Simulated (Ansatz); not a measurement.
Start from `BNC[CH2][AlH2]` and change one atom or group to get `BNCCN`.

Ansatz, PBE0-D4/def2-TZVP geometries, multiplicity 1. Each molecule was computed in one conformer, which needn't be the lowest.

```
                                        property  `BNC[CH2][AlH2]`
            HOMO–LUMO gap (PBE0/def2-TZVPP) / eV              6.55
           HOMO energy (ωB97M-V/def2-TZVPP) / eV             -9.57
               HOMO energy (PBE/def2-TZVPP) / eV             -6.16
           HOMO–LUMO gap (B3LYP/def2-TZVPP) / eV              6.14
  size of the dipole moment (PBE/def2-TZVPP) / D              2.73
size of the dipole moment (B3LYP/def2-TZVPP) / D              2.68
```

(1) What does the change do to each property? (An estimate is asked.)

Results:

(1) Computed: 
| property | `BNCCN` | shift |
| --- | --- | --- |
| HOMO–LUMO gap (PBE0/def2-TZVPP) / eV | 7.57 | 1.02 |
| HOMO energy (ωB97M-V/def2-TZVPP) / eV | -9.60 | -0.03 |
| HOMO energy (PBE/def2-TZVPP) / eV | -5.80 | 0.36 |
| HOMO–LUMO gap (B3LYP/def2-TZVPP) / eV | 7.10 | 0.96 |
| size of the dipole moment (PBE/def2-TZVPP) / D | 3.55 | 0.82 |
| size of the dipole moment (B3LYP/def2-TZVPP) / D | 3.42 | 0.74 |

With PBE0 the HOMO rises by 0.14 eV and the LUMO rises by 1.16 eV, so the gap widens by about 1.02 eV. PBE moves the HOMO by 0.36 eV and ωB97M-V by -0.03 eV. Dipoles are sizes alone; their direction can turn.

B3LYP here is the variant with VWN-RPA as its local correlation; programs differ in this.
